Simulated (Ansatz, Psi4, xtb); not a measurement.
**A ladder of methods for BBr2Cl (dibromo(chloro)borane)**

BBr2Cl has 4 atoms, charge 0, and is taken as a singlet. SMILES: `ClB(Br)Br`. Geometry: relaxed at PBE0-D4/def2-TZVP.

Each level gives the atomisation enthalpy at 298 K (kJ/mol). The values are calculated. The thermal term (zero-point and 298 K enthalpy, harmonic and unscaled) is that of PBE0-D4/def2-TZVP; the spin-orbit lowering of the free atoms at 298 K, 32.8 kJ/mol by their spectra, is taken off.

**What was measured.** NIST-JANAF tables; in doubt: it rests on an older heat of the boron atom gives the atomisation enthalpy at 298 K of the gas as 1187 kJ/mol.

| level | kind | program | value (kJ/mol) | computed − measured | CPU time (all runs) |
| --- | --- | --- | --- | --- | --- |
| GFN0-xTB | semi-empirical | xtb | 1223 | +36 | under 2 s |
| HF/6-31G* (spherical functions) | Hartree–Fock | Ansatz | 856 | -331 | 5.5 s |
| PBE/6-31G* (spherical functions) | GGA | Psi4 | 1237 | +50 | 48 s |
| PBE0/6-31G* (spherical functions) | global hybrid | Ansatz | 1206 | +19 | 14 s |
| r2SCAN0/6-31G* (spherical functions) | hybrid meta-GGA | Ansatz | 1190 | +3 | 34 s |
| wB97X/6-31G* (spherical functions) | range-separated hybrid | Ansatz | 1169 | -18 | 49 s |
| PBE-QIDH/6-31G* (spherical functions) | double hybrid | Ansatz | 1187 | 0 | 22 s |
| RPA@PBE0/6-31G* (spherical functions) | RPA | Ansatz | 1053 | -134 | 26 s |
| MP3/6-31G* (spherical functions) | perturbation theory | Psi4 | 1098 | -89 | 30 s |
| CCSD/6-31G* (spherical functions) | coupled cluster or CI | Psi4 | 1072 | -115 | 76 s |

Nearest: PBE-QIDH/6-31G* (spherical functions) (0 kJ/mol); farthest: HF/6-31G* (spherical functions) (-331 kJ/mol). Computed less measured by kind, in kJ/mol (6-31G* rows): semi-empirical +36; Hartree–Fock -331; GGA +50; global hybrid +3 to +19; range-separated hybrid -18; double hybrid +0; RPA -134; perturbation theory -89; coupled cluster or CI -115. In a finite basis correlated wave-function methods underbind, so their errors here aren't those of the basis-set limit. The measured heats of formation of B, Si, Al and metal atoms are uncertain by some kJ/mol each. All-electron rows without a relativistic Hamiltonian named are non-relativistic. The xTB rows lack spin polarisation, so open shells miss the exchange term that lowers them. In the correlated wave-function rows the outer d shell of Br is correlated, in sets not made for it. CPU times are rough (shared hosts, several kinds of processor): they show what a rung costs within a factor of a few.
